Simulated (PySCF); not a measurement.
Ge(H)(Me)2(OH) (C2H8GeO), SMILES [CH3][GeH]([CH3])[OH]. Geometry optimised at B3LYP-D3(BJ)/def2-SVP. Other conformers were not sampled.

Level of theory: B3LYP-D3(BJ)/def2-SVP (PySCF 2.14.0).

Harmonic wavenumbers (cm⁻¹): 112, 122, 141, 171, 203, 214, 575, 594, 607, 676, 701, 746, 834, 843, 846, 904, 1253, 1258, 1431, 1432, 1437, 1443, 2136, 3033, 3034, 3126, 3127, 3140, 3140, 3844. Rotational constants (GHz): 5.104, 4.802, 3.038; symmetry number 1.

Work out the zero-point energy and the ideal-gas rigid-rotor harmonic-oscillator thermochemistry at 298.15 K and 1 atm.

ZPE = ½ Σ hcν = ½ × 41122 cm⁻¹ = 245.96 kJ/mol. H − E(el) = 268.75 kJ/mol. Entropy in J/(mol K): translation 168.53, rotation 108.24, vibration 78.37, total 355.15. G − E(el) = 162.86 kJ/mol. Cp = 116.47 J/(mol K). Modes under 150 cm⁻¹ make the vibrational entropy uncertain.
